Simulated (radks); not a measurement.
Question: The aluminium ion Al6+, [He] 2s2 2p3. All-electron calculation, non-relativistic Kohn-Sham, exchange-only B88, spin-polarised, spherical densities, point nucleus. Program: a radial shooting solver on a logarithmic mesh with Libxc functionals. Every spin shell is full or empty, so the densities are truly spherical. Functionals are evaluated on that one density, not self-consistently. Rank these orbital-free kinetic functionals by their error against the exact value of the orbitals, and give that value: Thomas-Fermi, von Weizsacker, TF + vW, TF + vW/9, LC94, APBEK, Thakkar, LKT, PG1.

Answer: Exact: 223.083 hartree. From best to worst, with 100 (|E| - |E exact|)/|E exact| (equal figures are ties): Thakkar +0.04, LC94 +0.09, APBEK +0.16, TF + vW/9 -0.29, Thomas-Fermi -8.39, von Weizsacker -27.03, PG1 +33.28, LKT +39.63, TF + vW +64.57.
